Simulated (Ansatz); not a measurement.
`C[CH2][Mg][F]` + H₂ → `[CH3][Mg][F]` + CH₄ at 400 K and 1 bar (hydrogenolysis of a C–C bond).

Gas-phase electronic energies from Ansatz, PBE0-D4/def2-TZVP geometries. CBS: MP2 limit from def2 TZ/QZ plus the TZ coupled-cluster correction, frozen cores. This one scheme is used for every species. For Mg outer-core shells are correlated without core-valence functions, which leaves a few kJ/mol of doubt a bond. Each species was taken in one conformer, which may not be the lowest.

```tsv
species	CCSD(T)/CBS energy (Eh)	H − E (kJ/mol)	S (J/(mol·K))
`C[CH2][Mg][F]`	-378.86278	200.6	350.2
H₂	-1.17544	38.0	139.0
`[CH3][Mg][F]`	-339.61123	118.4	298.7
CH₄	-40.46206	131.3	197.2
```

H − E and S are ideal-gas, rigid-rotor, harmonic terms from PBE0-D4/def2-TZVP, for one conformer and one mirror image of each species. For small species the MP2-based limit differs from directly extrapolated CCSD(T) by up to some mEh (0.8 for H₂); such offsets cancel only in part. 1 Eh = 2625.50 kJ/mol, R = 8.31446 J/(mol·K).

Problem. By hand: ΔE, ΔH, ΔS and ΔG.

Solution. ΔE = (-339.61123) + (-40.46206) − (-378.86278) − (-1.17544) = -0.03507 Eh = -92.1 kJ/mol. Δ(H − E) = 118.4 + 131.3 − 200.6 − 38.0 = 11.1, so ΔH = -81.0 kJ/mol. ΔS = 298.7 + 197.2 − 350.2 − 139.0 = 6.7 J/(mol·K). ΔG = -81.0 − 400 × (6.7)/1000 = -83.7 kJ/mol.

Problem. By hand: the equilibrium constant, and the temperature at which ΔG would vanish if ΔH and ΔS stayed fixed.

Solution. log₁₀ K = −ΔG/(RT ln 10) = 10.9. ΔH and −TΔS have one sign here, so there is no such temperature.

The number of gas molecules stays the same, so ΔS is small and ΔH decides. A doubt of 5 kJ/mol in ΔE shifts log₁₀ K by 0.7 here. Other conformers and mirror images would add mixing entropy, several J/(mol·K) or more a flexible species. These are equilibria of isolated gas molecules and say nothing of rates. Largest T1 diagnostic: 0.010 (customary marks: 0.02 for closed shells, 0.045 for open ones).

ΔS is within the doubt of such terms, so its sign, and with it that verdict, could turn.
